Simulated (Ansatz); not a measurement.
C5H4, SMILES `C=C=C=C=C` (charge 0, multiplicity 1).

The numbers are results of Ansatz (a first-principles code) with PBE0/cc-pVTZ // PBE0-D3(BJ)/def2-TZVP, not measurements.

Ansatz 0.2 input:
```yaml
crystal:
  periodic: [false, false, false]
  atoms:
    - { symbol: C, position_ang: [2.567732, 0.093929, -0.369121] }
    - { symbol: C, position_ang: [1.267237, 0.046571, -0.261442] }
    - { symbol: C, position_ang: [0.000011, 0.000276, -0.15666] }
    - { symbol: C, position_ang: [-1.26722, -0.046132, -0.052008] }
    - { symbol: C, position_ang: [-2.567735, -0.093981, 0.055221] }
    - { symbol: H, position_ang: [3.044436, 0.603083, -1.20086] }
    - { symbol: H, position_ang: [3.210141, -0.374564, 0.36986] }
    - { symbol: H, position_ang: [-3.116082, 0.674842, 0.590471] }
    - { symbol: H, position_ang: [-3.138525, -0.904029, -0.387829] }
basis:
  gaussian: { orbitals: cc-pVTZ }
hamiltonian:
  xc: pbe0
```

Output:

```
Functional definition: PBE0
1105 factors; their error is unknown
mean field evaluation 1: about -5235.5135 eV, gradient 5.1e1 eV
mean field evaluation 2: about -5237.3372 eV, gradient 4.1e1 eV
mean field evaluation 4: about -5241.6303 eV, gradient 1.6e0 eV
mean field evaluation 8: about -5241.6388 eV, gradient 3.7e-2 eV
mean field evaluation 16: about -5241.6348 eV, gradient 3.0e-5 eV
mean field -5241.63479797 eV, -192.6265259176 hartree, gradient 3.0e-5 eV, S^2 0.000000; 0 other end points of the search recorded, 0 dependent functions left out
reference -5241.63482425 eV, -192.6265268835 hartree; 17, 17 occupied and 189, 189 virtual orbitals, 1105 factors
Total energy: -5241.63482425 eV, -192.6265268835 hartree
```
